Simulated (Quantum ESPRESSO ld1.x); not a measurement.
Problem. Ag30+, 17 electrons, occupied as [Ne] 3s2 3p5. Calculated with ld1.x of Quantum ESPRESSO 7.5: scalar-relativistic Kohn-Sham, LDA (Slater exchange, Perdew-Zunger correlation), spin-unpolarised, spherical densities, point nucleus. Some entries of the table are withheld. Estimate them.

| orbital | occ. | eigenvalue (eV) | r(max) (bohr) |
|---|---|---|---|
| 1s | 2 | -26820.3 | (1) |
| 2s | 2 | -5209.39 | 0.113 |
| 2p | 6 | (2) | (3) |
| 3s | 2 | (4) | 0.313 |
| 3p | 5 | -1798.82 | 0.300 |

Solution. 
(1) 1s r(max) (bohr): 0.020
(2) 2p eigenvalue (eV): -4838.98
(3) 2p r(max) (bohr): 0.090
(4) 3s eigenvalue (eV): -1917.10
